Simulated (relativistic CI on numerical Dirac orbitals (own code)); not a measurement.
## Level scheme of Pt³⁰⁺

These numbers are calculated, not measured: Dirac-Coulomb-Breit CI, separate exchange-only KLI orbitals for each configuration, QED by a radiative potential, unscaled Slater integrals (own radial code, finite nucleus).

Configurations in the expansion (outside the closed core [Ar] 3d10): 4s²4p⁶4d¹⁰4f², 4s²4p⁶4d⁹4f³, 4s²4p⁶4d¹⁰4f5s, 4s²4p⁶4d¹⁰4f5p, 4s²4p⁶4d¹⁰5s², 4s²4p⁵4d¹⁰4f³, 4s²4p⁶4d¹⁰5s5p, 4s²4p⁶4d¹⁰4f5d, 4s²4p⁶4d¹⁰5p², 4s4p⁶4d¹⁰4f³, 4s²4p⁶4d¹⁰5s5d, 4s²4p⁶4d⁹4f²5s, 4s²4p⁶4d⁹4f5s², 4s²4p⁶4d¹⁰4f5f, 4s²4p⁶4d¹⁰5p5d, 4s²4p⁶4d⁹4f²5p. Levels of other configurations are missing.

```csv
No.,Configuration,Term,J,E (cm⁻¹),%,Lifetime (s),jj configuration (%)
41,4s²4p⁶4d⁹4f³,⁵L°,9,1799782,66,,4d5/2^5 4f5/2^2 4f7/2 (50)
42,4s²4p⁶4d⁹4f³,³D°,3,1801677,24,2.57e-10,4d5/2^5 4f5/2^2 4f7/2 (50)
43,4s²4p⁶4d⁹4f³,⁵H°,7,1801919,43,4.21e-08,4d5/2^5 4f5/2^2 4f7/2 (61)
44,4s²4p⁶4d⁹4f³,⁵F°,4,1802383,30,1.93e-09,4d5/2^5 4f5/2^2 4f7/2 (73)
45,4s²4p⁶4d⁹4f³,⁵S°,2,1802940,31,9.84e-10,4d5/2^5 4f5/2^2 4f7/2 (86)
46,4s²4p⁶4d⁹4f³,⁵H°,5,1807386,26,1.53e-09,4d5/2^5 4f5/2^2 4f7/2 (79)
47,4s²4p⁶4d⁹4f³,⁵D°,4,1809653,45,2.84e-10,4d5/2^5 4f5/2^2 4f7/2 (63)
48,4s²4p⁶4d⁹4f³,⁵L°,10,1810199,62,3.52e-02,4d5/2^5 4f5/2^2 4f7/2 (47)
49,4s²4p⁶4d⁹4f³,³D°,1,1811620,34,1.66e-10,4d5/2^5 4f5/2^2 4f7/2 (74)
50,4s²4p⁶4d⁹4f³,⁵K°,8,1816189,35,3.52e-04,4d5/2^5 4f5/2 4f7/2^2 (50)
51,4s²4p⁶4d⁹4f³,³K°,6,1816262,32,1.46e-08,4d5/2^5 4f5/2^2 4f7/2 (85)
52,4s²4p⁶4d⁹4f³,⁵G°,3,1819821,42,1.92e-10,4d5/2^5 4f5/2^2 4f7/2 (48)
53,4s²4p⁶4d⁹4f³,⁵G°,6,1821752,29,1.52e-09,4d5/2^5 4f5/2^2 4f7/2 (66)
54,4s²4p⁶4d⁹4f³,³G°,4,1822534,30,1.87e-10,4d5/2^5 4f5/2 4f7/2^2 (52)
55,4s²4p⁶4d⁹4f³,³I°,7,1823815,28,1.24e-08,4d5/2^5 4f5/2^2 4f7/2 (85)
56,4s²4p⁶4d⁹4f³,³F°,2,1826682,60,1.59e-09,4d5/2^5 4f5/2^2 4f7/2 (53)
57,4s²4p⁶4d⁹4f³,³H°,4,1826864,30,2.84e-10,4d5/2^5 4f5/2 4f7/2^2 (54)
58,4s²4p⁶4d⁹4f³,³H°,5,1827069,22,2.05e-10,4d5/2^5 4f5/2^2 4f7/2 (52)
59,4s²4p⁶4d⁹4f³,³D°,2,1828994,21,8.82e-10,4d5/2^5 4f5/2^2 4f7/2 (60)
60,4s²4p⁶4d⁹4f³,³F°,4,1829113,21,1.53e-10,4d5/2^5 4f5/2 4f7/2^2 (51)
61,4s²4p⁶4d⁹4f³,³I°,6,1829227,33,1.32e-09,4d5/2^5 4f5/2^2 4f7/2 (57)
62,4s²4p⁶4d⁹4f³,⁵P°,1,1830167,26,3.35e-10,4d5/2^5 4f5/2^3 (49)
63,4s²4p⁶4d⁹4f³,⁵D°,3,1834151,28,1.82e-10,4d5/2^5 4f5/2^2 4f7/2 (48)
64,4s²4p⁶4d⁹4f³,³K°,8,1836464,33,2.55e-04,4d5/2^5 4f5/2^2 4f7/2 (49)
65,4s²4p⁶4d⁹4f³,⁵G°,2,1837330,26,4.10e-10,4d5/2^5 4f5/2^2 4f7/2 (74)
66,4s²4p⁶4d⁹4f³,³I°,5,1837623,27,2.93e-10,4d5/2^5 4f5/2 4f7/2^2 (71)
67,4s²4p⁶4d⁹4f³,³L°,9,1839737,32,,4d5/2^5 4f5/2 4f7/2^2 (56)
68,4s²4p⁶4d⁹4f³,³G°,5,1840459,36,1.18e-09,4d5/2^5 4f5/2 4f7/2^2 (70)
69,4s²4p⁶4d⁹4f³,³I°,6,1840505,43,5.37e-10,4d5/2^5 4f5/2^2 4f7/2 (59)
70,4s²4p⁶4d⁹4f³,⁵K°,9,1840869,48,,4d5/2^5 4f5/2 4f7/2^2 (48)
71,4s²4p⁶4d⁹4f³,³I°,7,1841261,46,4.30e-09,4d5/2^5 4f5/2^2 4f7/2 (44)
72,4s²4p⁶4d⁹4f³,³P°,0,1844215,41,1.68e-09,4d5/2^5 4f5/2^2 4f7/2 (46)
73,4s²4p⁶4d⁹4f³,⁵G°,4,1845001,35,4.24e-10,4d5/2^5 4f5/2^2 4f7/2 (61)
74,4s²4p⁶4d⁹4f³,³N°,10,1845335,30,1.05e-03,4d5/2^5 4f5/2^2 4f7/2 (50)
75,4s²4p⁶4d⁹4f³,¹I°,6,1845569,24,4.57e-10,4d5/2^5 4f5/2 4f7/2^2 (54)
76,4s²4p⁶4d⁹4f³,³F°,2,1846012,32,5.57e-10,4d5/2^5 4f5/2 4f7/2^2 (72)
77,4s²4p⁶4d⁹4f³,⁵D°,2,1848323,31,2.91e-10,4d5/2^5 4f5/2^2 4f7/2 (56)
78,4s²4p⁶4d⁹4f³,³D°,3,1848930,27,1.01e-10,4d5/2^5 4f5/2 4f7/2^2 (47)
79,4s²4p⁶4d⁹4f³,⁵H°,7,1848981,32,1.46e-09,4d5/2^5 4f5/2 4f7/2^2 (71)
80,4s²4p⁶4d⁹4f³,³P°,1,1849367,30,2.36e-10,4d5/2^5 4f5/2^2 4f7/2 (46)
81,4s²4p⁶4d⁹4f³,³I°,7,1851780,33,2.62e-09,4d5/2^5 4f5/2 4f7/2^2 (63)
82,4s²4p⁶4d⁹4f³,³I°,6,1853558,28,5.42e-10,4d5/2^5 4f5/2^2 4f7/2 (66)
83,4s²4p⁶4d⁹4f³,³F°,4,1853941,33,2.33e-10,4d5/2^5 4f5/2 4f7/2^2 (60)
84,4s²4p⁶4d⁹4f³,³K°,8,1854122,42,3.28e-04,4d5/2^5 4f5/2^2 4f7/2 (49)
85,4s²4p⁶4d⁹4f³,³D°,1,1854422,57,2.07e-10,4d5/2^5 4f5/2^2 4f7/2 (86)
86,4s²4p⁶4d⁹4f³,³G°,4,1855265,26,1.83e-10,4d5/2^5 4f5/2^2 4f7/2 (51)
87,4s²4p⁶4d⁹4f³,³G°,3,1855869,31,3.11e-10,4d5/2^5 4f5/2 4f7/2^2 (44)
88,4s²4p⁶4d⁹4f³,³G°,5,1855876,23,4.08e-10,4d5/2^5 4f5/2^2 4f7/2 (47)
89,4s²4p⁶4d⁹4f³,³H°,5,1860108,33,5.42e-10,4d5/2^5 4f5/2 4f7/2^2 (74)
90,4s²4p⁶4d⁹4f³,⁵D°,0,1862990,48,1.46e-09,4d5/2^5 4f5/2^2 4f7/2 (85)
91,4s²4p⁶4d⁹4f³,³P°,2,1863153,30,6.15e-11,4d5/2^5 4f5/2 4f7/2^2 (60)
92,4s²4p⁶4d⁹4f³,³F°,3,1863491,40,3.63e-10,4d5/2^5 4f5/2 4f7/2^2 (61)
93,4s²4p⁶4d⁹4f³,⁵G°,6,1864755,41,6.81e-10,4d5/2^5 4f5/2 4f7/2^2 (57)
94,4s²4p⁶4d⁹4f³,³H°,5,1865864,22,3.51e-10,4d5/2^5 4f5/2^2 4f7/2 (52)
95,4s²4p⁶4d⁹4f³,³K°,8,1866365,70,1.04e-04,4d5/2^5 4f5/2 4f7/2^2 (70)
96,4s²4p⁶4d⁹4f³,³D°,3,1868243,22,4.72e-11,4d5/2^5 4f5/2 4f7/2^2 (49)
97,4s²4p⁶4d⁹4f³,³H°,4,1868348,32,2.94e-11,4d5/2^5 4f5/2^2 4f7/2 (41)
98,4s²4p⁶4d⁹4f³,⁵H°,4,1871638,25,5.73e-11,4d5/2^5 4f5/2^2 4f7/2 (43)
99,4s²4p⁶4d⁹4f³,³F°,2,1873032,32,1.76e-10,4d5/2^5 4f5/2^2 4f7/2 (59)
100,4s²4p⁶4d⁹4f³,³H°,6,1873569,46,2.25e-09,4d5/2^5 4f5/2 4f7/2^2 (48)
101,4s²4p⁶4d⁹4f³,³N°,11,1873905,100,2.26e-03,4d5/2^5 4f5/2 4f7/2^2 (100)
102,4s²4p⁶4d⁹4f³,³G°,5,1874076,31,1.19e-10,4d5/2^5 4f5/2^2 4f7/2 (48)
103,4s²4p⁶4d⁹4f³,³I°,7,1874301,66,1.03e-10,4d5/2^5 4f5/2 4f7/2^2 (72)
104,4s²4p⁶4d⁹4f³,⁵P°,1,1874352,29,2.29e-10,4d5/2^5 4f5/2^2 4f7/2 (64)
105,4s²4p⁶4d⁹4f³,³G°,3,1875625,24,2.48e-11,4d5/2^5 4f5/2^2 4f7/2 (38)
106,4s²4p⁶4d¹⁰4f5p,³G,3,1876393,70,5.69e-11,4f5/2 5p1/2 (99)
107,4s²4p⁶4d⁹4f³,³P°,2,1877689,36,1.13e-10,4d5/2^5 4f5/2 4f7/2^2 (69)
108,4s²4p⁶4d⁹4f³,³L°,9,1880071,70,,4d5/2^5 4f5/2 4f7/2^2 (72)
109,4s²4p⁶4d⁹4f³,⁵I°,7,1880448,28,5.42e-10,4d5/2^5 4f5/2 4f7/2^2 (63)
110,4s²4p⁶4d⁹4f³,³D°,1,1880716,37,2.46e-10,4d5/2^5 4f5/2 4f7/2^2 (66)
```

Energies count from the lowest computed level; ° marks odd parity; lifetimes are radiative, by E1, M1, E2, M2 decay to levels of this space only; some are left blank where a channel outside the calculation adds to the decay or the decay crosses a small, uncertain gap. Filled j subshells are mostly left out of the jj labels.

The mean weight of the leading LS term, summed over parents, in these 70 levels is 37 %, and that of the leading jj configuration (from the same eigenvectors) 60 %, so jj coupling describes them better and the LS labels are nominal.

At this charge energies of transitions that change n are usually good to better than 1 %, and those within a shell (Δn = 0) to a few per cent. Terms inside the open d or f shell come out 10 to 20 % too wide with unscaled integrals.

LS names give the leading component of a level, which can be under half, so a name can repeat, a term be missing and a line seem to break the LS rules.
